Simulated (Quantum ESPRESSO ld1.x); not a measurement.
Results of a calculation; reference values are marked as such.
All-electron atom: In I in [Kr] 4d9 5s2 5p2 (not the ground configuration). Code: ld1.x of Quantum ESPRESSO 7.5. Model: non-relativistic Kohn-Sham, LDA (Slater exchange, Perdew-Zunger correlation), spin-polarised, spherical densities, point nucleus; open shells are filled with parallel spins first; relativity is left out, which matters for an element this heavy.

Normalised radial functions P(r) = r R(r), r in bohr:

```
   r/bohr * 5p up, o 5p down (the largest magnitude, 0.609, reaches the edge; | marks zero, & curves that meet)
 0.001192                             &
 0.001377                             &
 0.001603                             &
 0.001851                             &
 0.002155                             &
 0.002489                             &
 0.002898                             &
 0.003347                             &
 0.003896                             &
 0.004499                             &
 0.005238                             &
 0.006049                             &
 0.007042                             &
 0.008133                             &
 0.009468                             &
  0.01093                             |&
  0.01273                             |&
   0.0147                             |&
  0.01711                             |&
  0.01977                             |o*
  0.02301                             | &
  0.02657                             | &
  0.03094                             |  &
  0.03573                             |  &
  0.04159                             |   &
  0.04804                             |   &
  0.05592                             |    &
  0.06458                             |    &
  0.07518                             |    &
  0.08683                             |   &
   0.1011                             |  &
   0.1167                             | &
   0.1359                             &
    0.157                           & |
   0.1827                        *o   |
    0.211                       &     |
   0.2457                      &      |
   0.2837                      &      |
   0.3303                        &    |
   0.3814                           & |
    0.444                             | &
   0.5128                             |     &
    0.597                             |         &
   0.6895                             |          o*
   0.8027                             |          &
    0.927                             |       &
    1.079                             | &
    1.246                         &   |
    1.451                  &          |
    1.676           *o                |
    1.951      *o                     |
    2.253   *o                        |
    2.623  *o                         |
    3.029   *o                        |
    3.526      &                      |
    4.072         &                   |
    4.741             o*              |
    5.475                 o*          |
    6.374                     o*      |
    7.361                        o*   |
    8.569                          o* |
    9.896                           o*|
    11.52                            o*
```

5p up: eigenvalue -4.271 eV, 3 radial nodes at r = 0.135, 0.413, 1.14 bohr, <r> = 3.24 bohr, 90 % of the charge inside 4.94 bohr. 5p down (empty): eigenvalue -3.238 eV, 3 radial nodes at r = 0.135, 0.413, 1.14 bohr, <r> = 3.37 bohr, 90 % of the charge inside 5.21 bohr.
